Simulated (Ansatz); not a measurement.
Constitutional and geometric isomers with formula C3H7B. Isolated molecules, 0 K electronic values unless said otherwise. One relaxed conformer stands for each flexible species; it need not be the lowest. Strings in code marks are SMILES.

Quantity: vertical ionisation energy (energy after one electron is removed minus that of the parent at the parent's geometry), in eV.

Case: `[H]/B=C/CC`. Geometry of `C(=B\[H])/CC` (neutral, multiplicity 1, Å):

```xyz
11

B      2.1745    -0.1819    -0.6024
C      0.8990    -0.5778    -0.2384
C     -0.1284     0.0364     0.6854
C     -1.4319     0.3964    -0.0354
H      3.2684     0.1133    -0.9363
H      0.5771    -1.5064    -0.7406
H      0.2876     0.9342     1.1668
H     -0.3503    -0.6732     1.5014
H     -2.1659     0.8225     0.6650
H     -1.2473     1.1298    -0.8331
H     -1.8830    -0.4934    -0.4996
```

Q: Estimate the vertical ionisation energy (energy after one electron is removed minus that of the parent at the parent's geometry) that frozen-core CCSD(T)/cc-pVTZ // PBE-D3(BJ)/def2-TZVP (Ansatz, a first-principles code) returns for this input.

A: 8.65 eV.
